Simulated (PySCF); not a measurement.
ZnCl, SMILES [Cl][Zn+], charge +1.

The structure is a stationary point at PBE0-D3(BJ)/def2-TZVP. The spin state was assumed, not searched.

Vertical ionisation energy (IE) and electron affinity (EA) in eV. Rows of orbital energies are one-electron estimates. Where ΔSCF, EOM or ADC give a negative EA the extra electron is unbound and the value depends on the basis.

| level | IE | EA |
|---|---|---|
| −ε(HOMO), −ε(LUMO), HF/def2-TZVPD (PySCF) | 17.77 | 7.79 |
| −ε(HOMO), −ε(LUMO), ωB97X/def2-TZVPD (PySCF) | 17.40 | 8.90 |
